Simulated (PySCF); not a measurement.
Stepwise substitution at one centre (B NH2-H). Isolated molecules, 0 K electronic values unless said otherwise. Strings in code marks are SMILES.

The vertical ionisation energy (Delta-SCF) from two functionals at the same geometries (B3LYP-D3(BJ)/def2-TZVP), both in PySCF: PBE-D3(BJ)/def2-TZVP and B3LYP-D3(BJ)/def2-TZVP. B3LYP has the VWN-RPA correlation part, as in Gaussian. Delta-SCF ions had no search for a lower state. 

```json
[
 {"species": "1 of 3 NH2 replaced by H (`B(N)N`)", "B3LYP-D3(BJ)/def2-TZVP (eV)": "9.23"},
 {"species": "2 of 3 NH2 replaced by H", "B3LYP-D3(BJ)/def2-TZVP (eV)": "11.41"},
 {"species": "3 of 3 NH2 replaced by H (`B`)", "B3LYP-D3(BJ)/def2-TZVP (eV)": "13.14"}
]
```

Q: What does PBE-D3(BJ)/def2-TZVP give for each?

A: 
- 1 of 3 NH2 replaced by H (`B(N)N`): 9.05
- 2 of 3 NH2 replaced by H: 11.22
- 3 of 3 NH2 replaced by H (`B`): 12.90
Over these rows, drawn at random from the members with no instability flagged (it was tested for open shells, ions and some series alone), PBE minus B3LYP-D3(BJ): mean -0.20 eV, from -0.24 eV to -0.18 eV.
